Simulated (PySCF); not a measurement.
C8H5N5, SMILES C1=CC2N3C(N=CN=2)=NC=CC3=N1. Atoms are numbered in the order given.

```xyz
18

C     -1.2515     2.4015     0.0000
C      0.1301     2.3941     0.0000
C      0.8085     1.1554     0.0000
N      2.1353     1.0570     0.0000
C      2.6438    -0.1807     0.0000
N      1.9848    -1.3202     0.0000
C      0.6354    -1.2732     0.0000
N     -0.0766    -2.3805     0.0000
C     -1.4187    -2.2915     0.0000
C     -2.1161    -1.1056     0.0000
C     -1.3980     0.1167     0.0000
N     -2.0078     1.2962     0.0000
N      0.0046     0.0031     0.0000
H     -1.7930     3.3540     0.0000
H      0.7322     3.3008     0.0000
H      3.7393    -0.2487     0.0000
H     -1.9595    -3.2444     0.0000
H     -3.2031    -1.0513     0.0000
```
Charge 0, spin multiplicity 1.

Geometry optimised at B3LYP-D3(BJ)/def2-SVP.

Two levels are set side by side: PBE/pcSseg-1 (PySCF) and KT2/pcSseg-1 (PySCF). GIAO shifts against NH3 (¹⁵N), TMS (¹H), TMS (¹³C) at the same level; non-relativistic, no solvent, atoms listed together averaged. Differences are taken from unrounded values.

| quantity | PBE |
|---|---|
| δ(¹³C) of C1 (ppm) | 166.0 |
| δ(¹³C) of C2 (ppm) | 115.4 |
| δ(¹³C) of C3 (ppm) | 164.7 |
| δ(¹⁵N) of N4 (ppm) | 268.3 |
| δ(¹³C) of C5 (ppm) | 173.5 |
| δ(¹⁵N) of N6 (ppm) | 292.3 |
| δ(¹³C) of C7 (ppm) | 159.9 |
| δ(¹⁵N) of N8 (ppm) | 287.7 |
| δ(¹³C) of C9 (ppm) | 165.5 |
| δ(¹³C) of C10 (ppm) | 118.4 |
| δ(¹³C) of C11 (ppm) | 160.5 |
| δ(¹⁵N) of N12 (ppm) | 290.6 |
| δ(¹⁵N) of N13 (ppm) | 230.1 |
| δ(¹H) of H14 (ppm) | 7.40 |
| δ(¹H) of H15 (ppm) | 5.42 |
| δ(¹H) of H16 (ppm) | 7.47 |
| δ(¹H) of H17 (ppm) | 7.59 |
| δ(¹H) of H18 (ppm) | 5.74 |

**Question.** These are the PBE values. What does KT2 give? (Estimate from the structure and the level; the computed values follow.)

**Answer.** 
```csv
quantity,KT2,PBE minus KT2
δ(¹³C) of C1 (ppm),156.6,9.4
δ(¹³C) of C2 (ppm),107.4,8.0
δ(¹³C) of C3 (ppm),157.9,6.7
δ(¹⁵N) of N4 (ppm),250.2,18.1
δ(¹³C) of C5 (ppm),164.1,9.3
δ(¹⁵N) of N6 (ppm),271.7,20.6
δ(¹³C) of C7 (ppm),153.6,6.3
δ(¹⁵N) of N8 (ppm),266.3,21.4
δ(¹³C) of C9 (ppm),156.0,9.4
δ(¹³C) of C10 (ppm),110.2,8.2
δ(¹³C) of C11 (ppm),153.8,6.7
δ(¹⁵N) of N12 (ppm),270.1,20.5
δ(¹⁵N) of N13 (ppm),222.0,8.1
δ(¹H) of H14 (ppm),7.18,0.22
δ(¹H) of H15 (ppm),5.25,0.17
δ(¹H) of H16 (ppm),7.22,0.25
δ(¹H) of H17 (ppm),7.36,0.23
δ(¹H) of H18 (ppm),5.55,0.19
```

Rough cost on one machine, each run with all the roots and properties that it gave: KT2 against PBE within a factor of 2.
